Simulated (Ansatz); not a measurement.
Isolated molecules relaxed with PBE0-D4/def2-TZVP in Ansatz; ΔE leaves out vibrations. CCSD(T)/CBS is the MP2 limit (def2-TZVPP, def2-QZVPP) plus CCSD(T) − MP2 in def2-TZVPP, frozen cores. This one scheme is used for every species. Functionals use def2-TZVPP. For Br outer-core shells are correlated without core-valence functions, which leaves a few kJ/mol of doubt a bond. Scalar relativity is left out up to krypton.

Reaction (formal exchange of groups at the Si–Br bond): `Cl[Si](Cl)(Cl)Br` + `C#N` → `N#C[Si](Cl)(Cl)Cl` + HBr

`Cl[Si](Cl)(Cl)Br`:

Z-matrix (Å, degrees):
```
Si
Cl 1 2.023
Cl 1 2.023 2 109.3
Br 1 2.188 2 109.7 3 120.2
Cl 1 2.023 2 109.3 3 -119.5
```

`C#N`:

Z-matrix (Å, degrees):
```
C
N 1 1.146
H 1 1.069 2 180.0
```

`N#C[Si](Cl)(Cl)Cl`:

Cartesian coordinates in Å:
```
N -0.223 1.781 -1.730
C -0.120 0.959 -0.931
Si 0.044 -0.351 0.341
Cl -0.662 0.378 2.081
Cl 1.995 -0.825 0.500
Cl -1.034 -1.943 -0.260
```

HBr:

```xyz
2

Br    0.569   -0.420    0.065
H    -0.569    0.420   -0.065
```

| species | revPBE energy (Eh) |
| --- | --- |
| `Cl[Si](Cl)(Cl)Br` | -4243.96686 |
| `C#N` | -93.43897 |
| `N#C[Si](Cl)(Cl)Cl` | -1762.84530 |
| HBr | -2574.53871 |

Question: Work out ΔE.

Answer: ΔE = (-1762.84530) + (-2574.53871) − (-4243.96686) − (-93.43897) = 0.02182 Eh = +57.3 kJ/mol. CCSD(T)/CBS gives +63.6 kJ/mol.

Question: What do rigid-rotor, harmonic-oscillator terms from PBE0-D4/def2-TZVP frequencies (298.15 K, 1 bar) make of the CCSD(T)/CBS value? (Estimate.)

Answer: Computed: ΔZPE = -7.8 kJ/mol, ΔH = +57.0 kJ/mol, ΔS = 1 J/(mol·K), ΔG = +56.7 kJ/mol.

Largest T1 diagnostic among the species: 0.014.

At CCSD(T), def2-SVP lies −16.1 kJ/mol from the extrapolated value and def2-TZVPP −9.1 kJ/mol. The D4 term adds +3.7 kJ/mol with B3LYP and +1.6 kJ/mol with PBE0; it sums over pairs of atoms, weighted by their polarisabilities, and B3LYP, whose exchange is more repulsive, gets the larger term.

B3LYP here is the variant with VWN-RPA as its local correlation; programs differ in this.
